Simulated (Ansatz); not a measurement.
The cluster Cu3H3 (the lowest singlet isomer of a short search). The state is a singlet with charge 0. Geometry PBE-D4/def2-SVP, basis def2-TZVP, Ansatz.

```xyz
6

Cu    1.1086   -0.6339    0.4086
Cu   -0.9139    0.3978    0.8968
Cu   -0.1947    0.2362   -1.3054
H     0.2744   -0.3332    1.8408
H    -1.5632    0.8941   -0.5761
H     1.2888   -0.5608   -1.2647
```

```json
{"run": "A", "HOMO (eV)": "-5.23", "LUMO (eV)": "-2.06"}
{"run": "B", "HOMO (eV)": "-5.81", "LUMO (eV)": "-1.32"}
{"run": "C", "HOMO (eV)": "-6.16", "LUMO (eV)": "-1.37"}
{"run": "D", "HOMO (eV)": "-5.25", "LUMO (eV)": "-1.70"}
{"run": "E", "HOMO (eV)": "-6.65", "LUMO (eV)": "-0.79"}
{"run": "F", "HOMO (eV)": "-6.57", "LUMO (eV)": "-1.02"}
```

HSE06 is defined as in plane-wave codes, on full-range PBE exchange. The structure comes from a short search, and lower isomers may exist.

Q: The runs used HSE06, PBE, PBE0, r2SCAN, r2SCAN0, r2SCANh. Estimate which is which.

A: A PBE (0 % exact exchange); B r2SCANh (10 % exact exchange); C HSE06 (range-separated); D r2SCAN (0 % exact exchange); E r2SCAN0 (25 % exact exchange); F PBE0 (25 % exact exchange). Exact exchange lowers occupied and raises empty levels; among semilocal functionals meta-GGAs tend to open the gap a little, and such runs are hard to tell apart. The gap grows from 3.18 eV (PBE) to 5.86 eV (r2SCAN0).
